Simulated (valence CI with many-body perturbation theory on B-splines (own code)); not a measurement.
Pm XL: M1 decay

Computed by configuration interaction combined with many-body perturbation theory (CI+MBPT): four valence electrons over a frozen Dirac-Fock core [Ar], a basis of 7 s, 7 p, 8 d, 6 f, 4 g, 1 h functions for each j, with the one-electron correlation potential Σ1, the two-electron term Σ2, the three-electron term Σ3, Breit, model QED; selected CI, second order for the rest, scaled by the run's own slope (own B-spline code, finite nucleus).

The last digits are not significant, and no measured levels were compared; by estimate large intervals hold to a few tenths of a per cent, small ones and those within an open d or f shell to about a per cent. Only levels of the ground parity were solved; by the run's estimate the other parity begins above the list, which can be wrong where configurations are misplaced.

Lines 51 to 100 of 120 in falling wavelength, among levels below 1253500 cm⁻¹, chosen from the decays that carry over 1 % of a level's rate. Wavelengths and rates use the calculated energies. S is in atomic units (e²a₀⁴ for E2 and M2, e²a₀⁶ for E3), for M1 in squared Bohr magnetons. Weak lines are less certain than strong ones. Lines between different terms over intervals too small for the method are left out, as are lines whose strength nearly cancels. The highest levels of a list are the least certain.

Levels are named by their leading jj configuration (3d3/2^4 stands for four electrons in 3d with j = 3/2), which in mixed levels can hold well under half, so a name can repeat and another be missing. Letters in brackets count levels of one name in rising energy.

```csv
λ vac (nm),Upper,Lower,Type,A (s⁻¹),S (a.u.)
42.41,(3d3/2^2 3d5/2^2) J=1,(3d3/2^3 3d5/2) J=2,M1,2.17e+05,1.84e+00
41.91,(3d3/2^2 3d5/2^2) J=4 [b],(3d3/2^3 3d5/2) J=3,M1,3.10e+04,7.62e-01
41.90,(3d3/2 3d5/2^3) J=2 [a],(3d3/2^2 3d5/2^2) J=2 [b],M1,8.41e+04,1.15e+00
41.60,(3d3/2 3d5/2^3) J=5,(3d3/2^2 3d5/2^2) J=5,M1,6.69e+04,1.96e+00
41.25,(3d3/2 3d5/2^3) J=4 [a],(3d3/2^2 3d5/2^2) J=3 [a],M1,9.30e+04,2.18e+00
41.10,(3d3/2^2 3d5/2^2) J=3 [b],(3d3/2^3 3d5/2) J=3,M1,1.69e+04,3.05e-01
41.05,(3d3/2 3d5/2^3) J=2 [a],(3d3/2^2 3d5/2^2) J=3 [b],M1,1.18e+05,1.51e+00
40.87,(3d3/2 3d5/2^3) J=3 [c],(3d3/2^2 3d5/2^2) J=4 [c],M1,8.59e+04,1.52e+00
40.54,(3d3/2 3d5/2^3) J=3 [a],(3d3/2^2 3d5/2^2) J=2 [a],M1,2.54e+05,4.39e+00
40.33,(3d3/2 3d5/2^3) J=6,(3d3/2^2 3d5/2^2) J=5,M1,1.10e+05,3.48e+00
40.28,(3d3/2^2 3d5/2^2) J=2 [b],(3d3/2^3 3d5/2) J=3,M1,8.00e+02,9.69e-03
40.18,(3d5/2^4) J=4,(3d3/2 3d5/2^3) J=5,M1,9.13e+04,1.98e+00
40.02,(3d3/2 3d5/2^3) J=3 [b],(3d3/2^2 3d5/2^2) J=2 [b],M1,5.45e+04,9.07e-01
39.35,(3d3/2 3d5/2^3) J=4 [b],(3d3/2^2 3d5/2^2) J=4 [c],M1,1.15e+05,2.34e+00
39.35,(3d3/2^2 3d5/2^2) J=2 [a],(3d3/2^3 3d5/2) J=1,M1,2.48e+05,2.80e+00
39.34,(3d3/2 3d5/2^3) J=0,(3d3/2^2 3d5/2^2) J=1,M1,2.18e+05,4.92e-01
39.24,(3d3/2 3d5/2^3) J=3 [b],(3d3/2^2 3d5/2^2) J=3 [b],M1,1.13e+05,1.77e+00
38.86,(3d3/2 3d5/2^3) J=4 [a],(3d3/2^2 3d5/2^2) J=4 [a],M1,2.24e+05,4.39e+00
38.80,(3d3/2^2 3d5/2^2) J=2 [d],(3d3/2^2 3d5/2^2) J=3 [a],M1,2.33e+03,2.53e-02
38.53,(3d3/2 3d5/2^3) J=3 [b],(3d3/2^2 3d5/2^2) J=4 [b],M1,4.04e+04,5.99e-01
37.98,(3d3/2^2 3d5/2^2) J=4 [b],(3d3/2^3 3d5/2) J=4,M1,1.27e+03,2.32e-02
37.94,(3d3/2 3d5/2^3) J=3 [c],(3d3/2^2 3d5/2^2) J=2 [c],M1,7.35e+04,1.04e+00
37.34,(3d3/2 3d5/2^3) J=1 [b],(3d3/2^2 3d5/2^2) J=2 [c],M1,1.08e+05,6.23e-01
37.31,(3d3/2^2 3d5/2^2) J=3 [b],(3d3/2^3 3d5/2) J=4,M1,1.13e+05,1.52e+00
37.12,(3d3/2^2 3d5/2^2) J=2 [d],(3d3/2^2 3d5/2^2) J=2 [a],M1,1.38e+03,1.30e-02
37.05,(3d3/2^2 3d5/2^2) J=3 [b],(3d3/2^3 3d5/2) J=2,M1,6.37e+03,8.41e-02
36.54,(3d5/2^4) J=4,(3d3/2 3d5/2^3) J=4 [a],M1,2.42e+05,3.94e+00
36.38,(3d3/2^2 3d5/2^2) J=2 [b],(3d3/2^3 3d5/2) J=2,M1,2.92e+04,2.60e-01
36.01,(3d3/2 3d5/2^3) J=2 [a],(3d3/2^2 3d5/2^2) J=1,M1,7.25e+04,6.28e-01
35.93,(3d3/2 3d5/2^3) J=1 [a],(3d3/2^2 3d5/2^2) J=2 [a],M1,2.32e+05,1.20e+00
35.57,(3d5/2^4) J=4,(3d3/2 3d5/2^3) J=3 [a],M1,2.21e+05,3.32e+00
35.44,(3d3/2 3d5/2^3) J=5,(3d3/2^2 3d5/2^2) J=4 [a],M1,3.61e+04,6.55e-01
33.76,(3d3/2 3d5/2^3) J=2 [b],(3d3/2^2 3d5/2^2) J=2 [c],M1,1.00e+05,7.15e-01
33.49,(3d3/2 3d5/2^3) J=1 [a],(3d3/2^2 3d5/2^2) J=0 [a],M1,2.42e+05,1.01e+00
30.97,(3d3/2^2 3d5/2^2) J=2 [c],(3d3/2^3 3d5/2) J=3,M1,2.59e+05,1.42e+00
30.88,(3d3/2 3d5/2^3) J=2 [a],(3d3/2^2 3d5/2^2) J=3 [a],M1,1.30e+05,7.07e-01
30.02,(3d5/2^4) J=2,(3d3/2 3d5/2^3) J=1 [a],M1,2.54e+05,1.27e+00
29.84,(3d3/2 3d5/2^3) J=3 [b],(3d3/2^2 3d5/2^2) J=3 [a],M1,3.37e+04,2.33e-01
29.64,(3d5/2^4) J=4,(3d3/2^2 3d5/2^2) J=4 [c],M1,9.44e+04,8.20e-01
29.26,(3d3/2^2 3d5/2^2) J=4 [c],(3d3/2^3 3d5/2) J=3,M1,6.86e+04,5.74e-01
29.21,(3d3/2 3d5/2^3) J=1 [b],(3d3/2^2 3d5/2^2) J=2 [b],M1,8.40e+03,2.33e-02
28.84,(3d3/2 3d5/2^3) J=3 [b],(3d3/2^2 3d5/2^2) J=2 [a],M1,8.56e+03,5.33e-02
28.75,(3d3/2 3d5/2^3) J=3 [c],(3d3/2^2 3d5/2^2) J=4 [b],M1,1.19e+04,7.32e-02
28.62,(3d3/2^2 3d5/2^2) J=2 [c],(3d3/2^3 3d5/2) J=2,M1,5.96e+04,2.59e-01
28.57,(3d3/2 3d5/2^3) J=3 [b],(3d3/2^2 3d5/2^2) J=4 [a],M1,4.53e+04,2.74e-01
28.49,(3d3/2^2 3d5/2^2) J=2 [b],(3d3/2^3 3d5/2) J=1,M1,1.77e+04,7.58e-02
28.36,(3d3/2 3d5/2^3) J=4 [b],(3d3/2^2 3d5/2^2) J=3 [b],M1,8.51e+04,6.48e-01
26.97,(3d3/2 3d5/2^3) J=2 [b],(3d3/2^2 3d5/2^2) J=2 [b],M1,1.22e+04,4.44e-02
26.76,(3d3/2^2 3d5/2^2) J=0 [b],(3d3/2^2 3d5/2^2) J=1,M1,9.35e+04,6.64e-02
26.61,(3d3/2 3d5/2^3) J=2 [b],(3d3/2^2 3d5/2^2) J=3 [b],M1,4.07e+04,1.42e-01
```
